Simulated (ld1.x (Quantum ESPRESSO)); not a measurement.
# B: PAW pseudisation with PBEsol, scalar-relativistic reference atom.

ld1.x (Quantum ESPRESSO) 7.5 input, shortened:

```
&input
   title='B', zed=5., rel=1, dft='PBESOL', iswitch=3,
   config='[He] 2s2 2p1'
 /
 &inputp
   pseudotype=3, lpaw=.true., tm=.true., lloc=-1, rcloc=2.45,
   nlcc=.true., new_core_ps=.true., rcore=1.30,
   which_augfun='PSQ', rmatch_augfun_nc=.true.
 /
4
2S  1  0   2.00   0.00  1.05  1.35  0.0
2S  1  0   0.00   1.95  1.05  1.35  0.0
2P  2  1   1.00   0.00  2.55  2.80  0.0
2P  2  1   0.00   1.35  2.55  2.80  0.0
 &test
   configts(1)='2s2 2p1'
 /
```

- Cutoffs needed: 12 Ry and 21 Ry (the cutoffs (Ry, on a coarse ladder) from which the occupation-weighted sum of valence levels, in a spherical-Bessel basis at the reference potential, stays within 10 and 1 mRy of its value at 400 Ry)
- Ghost test: no extra level below or beside the all-electron valence levels (s, p, d, f tested) (spherical-Bessel basis up to 400 Ry, 20 bohr box)
- Largest excitation error: -6.3 meV (all-electron minus pseudo) for 2s1 2p0, out of 7 test configurations
- Lowest eigenvalue of the overlap operator: 0.31 (p channel)
- Density cutoff estimated by the generator: 163 Ry
